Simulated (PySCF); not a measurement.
A structure optimised at r2SCAN-D4/def2-SVP, used in a PySCF frequency run:

```xyz
4

Sn     0.0000     0.0000     0.2706
F      1.5408    -0.8896    -0.5011
F     -1.5408    -0.8896    -0.5011
F      0.0000     1.7791    -0.5011
```
Charge 0, spin multiplicity 2.

Write its SMILES, formula and point group.

[F][Sn]([F])[F], F3Sn, C3v

What are its rotational constants (standard atomic weights)?

4.4672, 4.4672, 2.8013 GHz
